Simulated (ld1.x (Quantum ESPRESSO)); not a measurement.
Reading a pseudo-wave (F)

Columns: radius, all-electron u(r) and pseudo u(r) of the 2s shell (level -29.90 eV) of fluorine in the configuration [He] 2s2 2p5; PBE, scalar-relativistic, PAW scheme, ld1.x (Quantum ESPRESSO) 7.5.

```
r (bohr)  all-electron   pseudo
   0.098        0.4499  -0.0993
   0.195        0.1945  -0.2285
   0.292       -0.1960  -0.4005
   0.390       -0.5404  -0.6022
   0.488       -0.7872  -0.7948
   0.585       -0.9366  -0.9366
   0.682       -1.0092  -1.0092
   0.780       -1.0252  -1.0252
   0.878       -1.0016  -1.0016
   0.975       -0.9534  -0.9534
   1.072       -0.8908  -0.8908
   1.170       -0.8201  -0.8201
   1.268       -0.7470  -0.7470
   1.365       -0.6757  -0.6757
   1.463       -0.6066  -0.6066
   1.560       -0.5424  -0.5424
   1.658       -0.4824  -0.4824
   1.755       -0.4282  -0.4282
   1.852       -0.3790  -0.3790
   1.950       -0.3343  -0.3343
   2.047       -0.2946  -0.2946
   2.145       -0.2589  -0.2589
   2.242       -0.2275  -0.2275
   2.340       -0.1995  -0.1995
   2.438       -0.1747  -0.1747
   2.535       -0.1530  -0.1530
```

Question: How many radial nodes do the two functions have?

Answer: The all-electron 2s function has n − l − 1 = 1; the pseudo-wave has 0, since the states of the same l below it are removed with the core.

Question: At about which radius was the pseudo-wave matched?

Answer: 0.60 bohr, where the columns begin to agree (steps of 0.10 bohr).

Question: Where does each function peak?

Answer: Outermost all-electron maximum near 0.78 bohr, pseudo maximum near 0.78 bohr (to the table’s step).

Question: Is the pseudo-wave norm-conserving?

Answer: No, it belongs to a PAW set: the norm inside the radius is not constrained, and the difference is carried by the augmentation charge.
